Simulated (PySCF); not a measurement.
C3H6BFN2. Atoms are numbered in the order given.

```xyz
13

C      0.9539    -1.8739     0.0000
N      0.4409    -0.5265     0.0000
C      1.3354     0.6192     0.0000
N      0.5422     1.8307     0.0000
C     -0.7081     1.5173     0.0000
B     -0.8779    -0.0490     0.0000
F     -1.9757    -0.8101     0.0000
H      1.5744    -2.0735     0.8921
H      1.5744    -2.0735    -0.8921
H      0.1158    -2.5850     0.0000
H      1.9966     0.6203    -0.8881
H      1.9966     0.6203     0.8881
H     -1.4556     2.3224     0.0000
```

The structure is a stationary point at B3LYP-D3(BJ)/def2-SVP. The structure was generated by enumeration, and PubChem lists no compound with its InChIKey, so it may never have been made. The values are those of a single conformer.

Method: PBE0/def2-TZVP (PySCF).

Symmetry labels are those of the subgroup Cs that the program uses (full group Cs).

Computed valence orbital energies around the gap with their symmetry:
| orbital | symmetry | energy (eV) |
|---|---|---|
| HOMO−7 | A" | -12.58 |
| HOMO−6 | A" | -11.97 |
| HOMO−5 | A' | -11.46 |
| HOMO−4 | A' | -10.98 |
| HOMO−3 | A' | -10.65 |
| HOMO−2 | A" | -8.86 |
| HOMO−1 | A" | -7.62 |
| HOMO | A' | -7.50 |
| LUMO | A" | -1.11 |
| LUMO+1 | A' | 0.83 |
| LUMO+2 | A' | 1.85 |
| LUMO+3 | A' | 1.92 |
